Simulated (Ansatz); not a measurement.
**Energy profile**

The step: HfF₄ ([F][Hf]([F])([F])[F]) + HCl → HfClF₃ ([F][Hf]([F])([F])[Cl]) + HF (still joined by a long Hf–F bond); bonds formed: F2–H6; dative contacts that become bonds: Hf1–Cl7; bonds broken: H6–Cl7; bonds weakened to dative contacts: Hf1–F2 (atoms numbered as in the saddle structure below).

```
7
angstrom
Hf -0.4498 -0.3598 0.1303
F 1.5891 -0.1959 0.4374
F -0.4319 -2.0855 -0.6303
F -2.0070 0.3909 -0.6594
F -0.9569 -0.4807 1.9426
H 1.5595 0.9242 -0.2537
Cl 0.6969 1.8069 -0.9668
```

Electronic energies by CCSD(T) at an estimated basis limit (MP2 extrapolated from triple and quadruple zeta, plus CCSD(T) − MP2 in triple zeta), on PBE0-D4/def2-TZVP structures; HfHClF4, closed shell; no counterpoise correction. Ansatz 0.2.0; basis: def2-TZVPP and def2-QZVPP; cores frozen in the correlated methods. Core potentials replace the inner electrons of the atoms past krypton. Extrapolation: Hartree–Fock as exp(−7.88 √X), correlation as X^−2.97.

Q: Give the profile in kJ/mol, counted from the separated reactants. (To be estimated.)

A: The calculation gives:
| point | kJ/mol |
| --- | --- |
| separated: HfF4 (linked as [F][Hf]([F])([F])[F]; Hf1, F2, F3, F4, F5; singlet) + HCl (H6, Cl7; singlet) | 0.0 |
| start structure | -27.3 |
| saddle | 17.5 |
| end structure | -25.9 |
| separated: HfClF3 (linked as [F][Hf]([F])([F])[Cl]; Hf1, F3, F4, F5, Cl7; singlet) + HF (F2, H6; singlet) | 13.8 |

T1 diagnostic: at most 0.017.

For scale, one of the runs: CCSD(T)/def2-TZVPP, 236 basis functions, launched by `ansatz run in.yaml --threads 8 --pin off --events-out ev --progress --plain --max-ram 19148MiB`. The run took 3.3 min on 8 CPU threads of an Arm Neoverse V1 (shared host), with 5.5 GiB of host memory at its peak.
